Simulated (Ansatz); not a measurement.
This singlet lies 2.92 eV below the relaxed triplet at the level frozen-core CCSD(T)/cc-pVTZ // B3LYP-D3(BJ)/def2-TZVP (Ansatz, a program for electronic structure).

A geometry relaxed with B3LYP-D3(BJ)/def2-TZVP run with Ansatz, charge 0, multiplicity 1:

```xyz
5

H     -0.7206     0.8634    -0.3781
F      1.9261     0.5707    -0.1373
H     -1.5327    -0.5215     0.1369
N     -0.6409    -0.0711    -0.0015
Ge     0.9680    -0.8415     0.3800
```

Question: Write the SMILES of this molecule.

Answer: `[NH2][Ge][F]`
